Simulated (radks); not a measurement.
Results of a calculation; reference values are marked as such.
Task: P+, 14 electrons, occupied as [Ne] 3s2 3p2 (the NIST ground configuration). Level of theory: Dirac Kohn-Sham, LDA (Slater exchange, Perdew-Wang correlation), spin-unpolarised, spherical densities, point nucleus; open shells fill j = l - 1/2 first (a radial shooting solver on a logarithmic mesh with Libxc functionals).

Spin-orbit splittings of the eigenvalues, e(l+1/2) - e(l-1/2), with zeta = 2 splitting/(2l+1) and mean radii in bohr:

shell  occ.  splitting (eV)  zeta (eV)  <r> j=l-1/2  <r> j=l+1/2
2p        6               ?          ?       0.4844       0.4866
3p        2         0.06772    0.04515        2.130        2.137

Estimate the 2p splitting.

Result: 0.9167 eV (zeta = 0.6111 eV).
